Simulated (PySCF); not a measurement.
C4H11O (SMILES CCCC[OH2+]), charge +1, singlet, geometry from GFN2-xTB; PySCF with M062X/6-31G.

PySCF was given this input:
```python
from pyscf import gto, scf, dft

mol = gto.Mole()
mol.atom = '''
    C    -2.18787679    0.26706383   -0.25974285
    C    -1.26999455   -0.15504156    0.88032366
    C     0.18675520    0.28796396    0.68044999
    C     0.80188931   -0.40181029   -0.51878343
    O     2.24111162   -0.06689488   -0.68098663
    H    -3.21798078    0.05282909    0.00768429
    H    -1.96896769   -0.27138762   -1.17796207
    H    -2.10845294    1.33498909   -0.44705716
    H    -1.62725502    0.29397426    1.80683373
    H    -1.30668848   -1.23782224    1.00371321
    H     0.20664042    1.37185562    0.54589333
    H     0.75000984    0.03584299    1.58243429
    H     0.32671574   -0.10169371   -1.45264200
    H     0.76027557   -1.48806855   -0.42660587
    H     2.33788172    0.90208964   -0.80926375
    H     2.73428955   -0.34650516    0.12138078
'''
mol.basis = '6-31g'
mol.charge = 1
mol.verbose = 4
mol.build()

mf = dft.RKS(mol)
mf.xc = 'm062x'
mf.diis = False
mf.max_cycle = 100
mf.kernel()
```

Task: Predict the main parts of the log of this PySCF run.

Result: 
```
PySCF version 2.14.0

[INPUT] verbose = 4
[INPUT] num. atoms = 16
[INPUT] num. electrons = 42
[INPUT] charge = 1
[INPUT] spin (= nelec alpha-beta = 2S) = 0
[INPUT] symmetry False subgroup None
[INPUT] Mole.unit = angstrom
[INPUT] Symbol           X                Y                Z      unit          X                Y                Z       unit  Magmom
[...]
nuclear repulsion = 197.10897002353
number of shells = 47
number of NR pGTOs = 154
number of NR cGTOs = 67
basis = 6-31g
ecp = {}

******** <class 'pyscf.dft.rks.RKS'> ********
method = RKS
initial guess = minao
damping factor = 0
level_shift factor = 0
DIIS disabled
SCF conv_tol = 1e-09
SCF conv_tol_grad = None
SCF max_cycles = 100
direct_scf = True
direct_scf_tol = 1e-13
XC library pyscf.dft.libxc version 7.1.2
    S. Lehtola, C. Steigemann, M. J. T. Oliveira, and M. A. L. Marques,  SoftwareX 7, 1–5 (2018)
XC functionals = m062x
    Y. Zhao and D. G. Truhlar,  Theor. Chem. Acc. 120, 215 (2008)
    Y. Zhao and D. G. Truhlar,  Theor. Chem. Acc. 120, 215 (2008)
radial grids:
    Treutler-Ahlrichs [JCP 102, 346 (1995); DOI:10.1063/1.469408] (M4) radial grids

becke partition: Becke, JCP 88, 2547 (1988); DOI:10.1063/1.454033
pruning grids: <function nwchem_prune>
grids dens level: 3
symmetrized grids: False
atomic radii adjust function: <function treutler_atomic_radii_adjust>
small_rho_cutoff = 0
Set gradient conv threshold to 3.16228e-05
Initial guess from minao.
tot grids = 178448
init E= -234.722181631731
[...]
cycle= 1 E= -233.745619213325  delta_E= 0.977  |g|= 0.349  |ddm|= 3.12
[...]
cycle= 2 E= -233.774360839646  delta_E= -0.0287  |g|= 0.219  |ddm|= 0.786
[...]
cycle= 3 E= -233.777222967051  delta_E= -0.00286  |g|= 0.196  |ddm|= 0.358
[...]
cycle= 4 E= -233.778803316187  delta_E= -0.00158  |g|= 0.183  |ddm|=  0.3
[...]
cycle= 5 E= -233.779878893661  delta_E= -0.00108  |g|= 0.173  |ddm|= 0.27
[...]
cycle= 6 E= -233.780362617091  delta_E= -0.000484  |g|= 0.171  |ddm|= 0.247
[...]
cycle= 7 E= -233.780473886671  delta_E= -0.000111  |g|= 0.174  |ddm|= 0.233
[...]
cycle= 8 E= -233.780045520696  delta_E= 0.000428  |g|= 0.184  |ddm|= 0.228
[...]
cycle= 9 E= -233.779238445913  delta_E= 0.000807  |g|= 0.198  |ddm|= 0.232
[...]
cycle= 10 E= -233.777733476059  delta_E= 0.0015  |g|= 0.22  |ddm|= 0.246
[...]
cycle= 11 E= -233.775732630664  delta_E= 0.002  |g|= 0.246  |ddm|= 0.268
[...]
cycle= 12 E= -233.772612994893  delta_E= 0.00312  |g|= 0.279  |ddm|= 0.301
[...]
cycle= 13 E= -233.768760846668  delta_E= 0.00385  |g|= 0.317  |ddm|= 0.34
[...]
cycle= 14 E= -233.762930289269  delta_E= 0.00583  |g|= 0.364  |ddm|= 0.391
[...]
cycle= 15 E= -233.756002037489  delta_E= 0.00693  |g|= 0.415  |ddm|= 0.447
[...]
cycle= 16 E= -233.745412273348  delta_E= 0.0106  |g|= 0.479  |ddm|= 0.518
[...]
cycle= 17 E= -233.733276630032  delta_E= 0.0121  |g|= 0.548  |ddm|= 0.594
[...]
cycle= 18 E= -233.714178248852  delta_E= 0.0191  |g|= 0.633  |ddm|= 0.691
[...]
cycle= 19 E= -233.693250226541  delta_E= 0.0209  |g|= 0.723  |ddm|= 0.791
[...]
cycle= 20 E= -233.658804543129  delta_E= 0.0344  |g|= 0.837  |ddm|= 0.923
[...]
cycle= 21 E= -233.623239240294  delta_E= 0.0356  |g|= 0.954  |ddm|= 1.05
[...]
cycle= 22 E= -233.560958258853  delta_E= 0.0623  |g|=  1.1  |ddm|= 1.23
[...]
cycle= 23 E= -233.501577824576  delta_E= 0.0594  |g|= 1.25  |ddm|=  1.4
[...]
cycle= 24 E= -233.388441499983  delta_E= 0.113  |g|= 1.45  |ddm|= 1.66
[...]
cycle= 25 E= -233.291104706944  delta_E= 0.0973  |g|= 1.63  |ddm|= 1.87
[...]
cycle= 26 E= -233.081814250812  delta_E= 0.209  |g|= 1.89  |ddm|= 2.26
[...]
cycle= 27 E= -232.917702881901  delta_E= 0.164  |g|= 2.12  |ddm|= 2.54
[...]
cycle= 28 E= -232.48245125029  delta_E= 0.435  |g|= 2.49  |ddm|=  3.4
[...]
cycle= 29 E= -231.635915594936  delta_E= 0.847  |g|=  3.1  |ddm|= 4.01
[...]
cycle= 30 E= -225.9118458822  delta_E= 5.72  |g|= 4.62  |ddm|= 12.2
[...]
cycle= 31 E= -186.640049545951  delta_E= 39.3  |g|= 7.44  |ddm|= 21.7
[...]
[...]
[...]
cycle= 50 E= -141.603501657222  delta_E= 3.71  |g|= 6.85  |ddm|=   39
[...]
cycle= 51 E= -145.30940185294  delta_E= -3.71  |g|= 6.74  |ddm|=   39
[...]
cycle= 52 E= -141.603501358808  delta_E= 3.71  |g|= 6.85  |ddm|=   39
[...]
cycle= 53 E= -145.309401931804  delta_E= -3.71  |g|= 6.74  |ddm|=   39
[...]
cycle= 54 E= -141.603501327478  delta_E= 3.71  |g|= 6.85  |ddm|=   39
[...]
cycle= 55 E= -145.309401940087  delta_E= -3.71  |g|= 6.74  |ddm|=   39
[...]
cycle= 56 E= -141.60350132418  delta_E= 3.71  |g|= 6.85  |ddm|=   39
[...]
cycle= 57 E= -145.309401940956  delta_E= -3.71  |g|= 6.74  |ddm|=   39
[...]
cycle= 58 E= -141.60350132384  delta_E= 3.71  |g|= 6.85  |ddm|=   39
[...]
cycle= 59 E= -145.309401941043  delta_E= -3.71  |g|= 6.74  |ddm|=   39
[...]
cycle= 60 E= -141.603501323804  delta_E= 3.71  |g|= 6.85  |ddm|=   39
[...]
cycle= 61 E= -145.309401941053  delta_E= -3.71  |g|= 6.74  |ddm|=   39
[...]
cycle= 62 E= -141.6035013238  delta_E= 3.71  |g|= 6.85  |ddm|=   39
[...]
cycle= 63 E= -145.309401941055  delta_E= -3.71  |g|= 6.74  |ddm|=   39
[...]
cycle= 64 E= -141.603501323802  delta_E= 3.71  |g|= 6.85  |ddm|=   39
[...]
cycle= 65 E= -145.309401941051  delta_E= -3.71  |g|= 6.74  |ddm|=   39
[...]
cycle= 66 E= -141.603501323801  delta_E= 3.71  |g|= 6.85  |ddm|=   39
[...]
cycle= 67 E= -145.309401941052  delta_E= -3.71  |g|= 6.74  |ddm|=   39
[...]
cycle= 68 E= -141.6035013238  delta_E= 3.71  |g|= 6.85  |ddm|=   39
[...]
cycle= 69 E= -145.309401941053  delta_E= -3.71  |g|= 6.74  |ddm|=   39
[...]
cycle= 70 E= -141.603501323802  delta_E= 3.71  |g|= 6.85  |ddm|=   39
[...]
cycle= 71 E= -145.309401941054  delta_E= -3.71  |g|= 6.74  |ddm|=   39
[...]
cycle= 72 E= -141.603501323802  delta_E= 3.71  |g|= 6.85  |ddm|=   39
[...]
cycle= 73 E= -145.309401941052  delta_E= -3.71  |g|= 6.74  |ddm|=   39
[...]
cycle= 74 E= -141.603501323802  delta_E= 3.71  |g|= 6.85  |ddm|=   39
[...]
cycle= 75 E= -145.309401941051  delta_E= -3.71  |g|= 6.74  |ddm|=   39
[...]
cycle= 76 E= -141.6035013238  delta_E= 3.71  |g|= 6.85  |ddm|=   39
[...]
cycle= 77 E= -145.309401941052  delta_E= -3.71  |g|= 6.74  |ddm|=   39
[...]
cycle= 78 E= -141.6035013238  delta_E= 3.71  |g|= 6.85  |ddm|=   39
[...]
cycle= 79 E= -145.309401941053  delta_E= -3.71  |g|= 6.74  |ddm|=   39
[...]
cycle= 80 E= -141.603501323803  delta_E= 3.71  |g|= 6.85  |ddm|=   39
[...]
cycle= 81 E= -145.309401941056  delta_E= -3.71  |g|= 6.74  |ddm|=   39
[...]
cycle= 82 E= -141.603501323799  delta_E= 3.71  |g|= 6.85  |ddm|=   39
[...]
cycle= 83 E= -145.309401941055  delta_E= -3.71  |g|= 6.74  |ddm|=   39
[...]
cycle= 84 E= -141.603501323801  delta_E= 3.71  |g|= 6.85  |ddm|=   39
[...]
cycle= 85 E= -145.309401941054  delta_E= -3.71  |g|= 6.74  |ddm|=   39
[...]
cycle= 86 E= -141.603501323801  delta_E= 3.71  |g|= 6.85  |ddm|=   39
[...]
cycle= 87 E= -145.309401941051  delta_E= -3.71  |g|= 6.74  |ddm|=   39
[...]
cycle= 88 E= -141.603501323804  delta_E= 3.71  |g|= 6.85  |ddm|=   39
[...]
cycle= 89 E= -145.309401941056  delta_E= -3.71  |g|= 6.74  |ddm|=   39
[...]
cycle= 90 E= -141.603501323798  delta_E= 3.71  |g|= 6.85  |ddm|=   39
[...]
cycle= 91 E= -145.309401941053  delta_E= -3.71  |g|= 6.74  |ddm|=   39
[...]
cycle= 92 E= -141.603501323802  delta_E= 3.71  |g|= 6.85  |ddm|=   39
[...]
cycle= 93 E= -145.309401941055  delta_E= -3.71  |g|= 6.74  |ddm|=   39
[...]
cycle= 94 E= -141.6035013238  delta_E= 3.71  |g|= 6.85  |ddm|=   39
[...]
cycle= 95 E= -145.309401941052  delta_E= -3.71  |g|= 6.74  |ddm|=   39
[...]
cycle= 96 E= -141.603501323798  delta_E= 3.71  |g|= 6.85  |ddm|=   39
[...]
cycle= 97 E= -145.309401941052  delta_E= -3.71  |g|= 6.74  |ddm|=   39
[...]
cycle= 98 E= -141.6035013238  delta_E= 3.71  |g|= 6.85  |ddm|=   39
[...]
cycle= 99 E= -145.309401941054  delta_E= -3.71  |g|= 6.74  |ddm|=   39
[...]
cycle= 100 E= -141.6035013238  delta_E= 3.71  |g|= 6.85  |ddm|=   39
SCF not converged.
SCF energy = -141.6035013238
```

Convergence was not reached.
